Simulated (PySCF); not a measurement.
**Bond curve of CaP⁻**

Set-up: basis Ca aug-pcseg-1, P aug-pcseg-1; no relativity; PySCF 2.14. Energies in eV from Ca + P⁻ in their ground configurations at the same level. State: ³Π (triplet), unpaired electrons σ ↑, π ↑.

```json
{"R (Å)": "2.260", "r²SCAN": "-1.563", "PBEsol": "-1.719"}
{"R (Å)": "2.365", "r²SCAN": "-1.933", "PBEsol": "-2.053"}
{"R (Å)": "2.470", "r²SCAN": "-2.132", "PBEsol": "-2.227"}
{"R (Å)": "2.549", "r²SCAN": "-2.199", "PBEsol": "-2.279"}
{"R (Å)": "2.628", "r²SCAN": "-2.213", "PBEsol": "-2.283"}
{"R (Å)": "2.707", "r²SCAN": "-2.188", "PBEsol": "-2.250"}
{"R (Å)": "2.812", "r²SCAN": "-2.110", "PBEsol": "-2.165"}
{"R (Å)": "2.943", "r²SCAN": "-1.969", "PBEsol": "-2.018"}
{"R (Å)": "3.101", "r²SCAN": "-1.769", "PBEsol": "-1.813"}
{"R (Å)": "3.311", "r²SCAN": "-1.497", "PBEsol": "-1.535"}
```

Problem. Put a parabola through the three lowest points of the r²SCAN curve and estimate Re, k and ωe (reduced mass 17.45 u; 1 eV/Å² = 0.16022 mdyn/Å; ωe = 1302.8·√(k/μ) cm⁻¹).

Solution. Through R = 2.549, 2.628, 2.707 Å the second-order coefficient is 3.12 eV/Å², so Re ≈ 2.617 Å, k ≈ 1.00 mdyn/Å and ωe ≈ 312 cm⁻¹. A polynomial fit of higher order to the unrounded r²SCAN energies gives Re = 2.613 Å, k = 1.07 mdyn/Å, ωe = 323 cm⁻¹; anharmonicity and rounding make the difference.

The higher-order fit for each curve: r²SCAN: Re = 2.613 Å, ωe = 323 cm⁻¹, De = 2.21 eV; PBEsol: Re = 2.594 Å, ωe = 323 cm⁻¹, De = 2.29 eV.

For an ion De counts to the pair picked by the measured ionisation energies or electron affinities, which need not be the lowest pair at this level. The highest Kohn–Sham level is positive in this anion. Much of that is self-interaction error, but it also means that the finite basis helps to hold the extra electron. The state was picked by a PBE0 search and need not be the measured ground state.
